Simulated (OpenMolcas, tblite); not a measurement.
## C3H4AlF (SMILES C#[C][Al]([CH3])[F]): methods side by side

The species is C3H4AlF (9 atoms), meant as a singlet with charge 0. As SMILES, `C#[C][Al]([CH3])[F]`. The coordinates come from a PBE0-D4/def2-TZVP relaxation.

Each level gives the vertical ionisation energy (to the doublet cation) (eV). The values are calculated.

```tsv
level	kind	program	value (eV)	CPU time (all runs)
IPEA1-xTB	semi-empirical	tblite	14.35	under 2 s
HF/cc-pVDZ	Hartree–Fock	OpenMolcas	9.42	65 s
SVWN5/cc-pVDZ	LDA	OpenMolcas	10.27	2.2 min
BLYP/cc-pVDZ	GGA	OpenMolcas	9.88	3.2 min
PBE/cc-pVDZ	GGA	OpenMolcas	10.06	2.7 min
M06-L/cc-pVDZ	meta-GGA	OpenMolcas	10.22	3.6 min
B3LYP/cc-pVDZ	global hybrid	OpenMolcas	10.34	3 min
```

The values span 9.42 to 14.35 eV. The xTB values lack the empirical shift that such differences need. CPU times are rough (shared hosts, several kinds of processor and program).
